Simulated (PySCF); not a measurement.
Checking a proposed structure

A compound C$_{4}$H$_{12}$Si$_{3}$ gives the data below (simulated from a calculation) and was assigned the structure `[SiH3]C([SiH3])([SiH3])C1=CC1`.

13C{1H} NMR (computed): δ 119.0 (C), 114.6 (C), 14.3 (CH3), 1.9 (CH).

1H NMR (400 MHz, computed): δ 4.52 (m, 1H), 4.28 (m, 1H), 4.24 (s, 3H), 4.02 (d, 3H), 1.27 (d, 3H), 0.51 (m, 1H).

[PySCF 2.14.0 with density-fitted response routines: GFN2-xTB structure; shielding tensors at PBE0/pcSseg-1 (GIAO); no solvent; non-relativistic; one conformer; fast rotation and ring inversion assumed for equivalent nuclei]

Referencing at the same level of theory: 1H (31.72 ppm) and 13C (186.93 ppm) against TMS.

Question: Compare with the shifts computed for the proposed structure, pairing carbons in order of shift.

Answer: Numbering as in the mapped SMILES `[SiH3:1][C:2]([SiH3:3])([SiH3:4])[C:5]1=[CH:6][CH2:7]1`. Each H is labelled by its parent atom.

```tsv
atom	computed for proposal	given list	difference
C5	128.0	119.0	+9.0
C6	102.6	114.6	-12.0
C7	8.1	14.3	-6.2
C2	-1.7	1.9	-3.6
```

The rms difference is 8.3 ppm and the largest -12.0 ppm at C6 (alkene CH). The carbon types in order of shift don't match either: C, CH, CH2, C for the proposal against C, C, CH3, CH in the data. The proposal doesn't fit.

Question: Which isomer fits?

Answer: SMILES C[C@H]([SiH3])[SiH2]C#C[SiH3].

Carbon types of the structure: 2 × C, 1 × CH, 1 × CH3, leaving 8 H on heteroatoms. δC 119.0, 114.6: alkyne carbon. δC 14.3: methyl carbon; a saturated carbon with 1 carbon neighbour and no heteroatom attached. δC 1.9: sp3 CH bonded to 2 Si; an electropositive neighbour leaves it electron-rich and shielded. δH 0.51: hydrogen on an sp3 CH bonded to 2 Si; an electropositive neighbour shields it, as in TMS itself.

Other isomers checked: CC#C[SiH2][Si@@H](C)[SiH3] (rms 19.1 ppm); C#C[C@@H](C)[SiH]([SiH3])[SiH3] (rms 24.3 ppm).

This is the structure that produced the data.

Shifts are as computed. Against solution values, carbons near 30 ppm lie about +3 ppm off and those near 130 ppm about +5 ppm. Of 1211 compounds with measured shifts, 218 miss one by over three times the rms of a fit or turn the order of signals round; such compounds aren't used in these exercises. Multiplicities follow the n + 1 count of equivalent neighbours, as no J values were calculated; m marks all less simple cases, F and P coupling included.
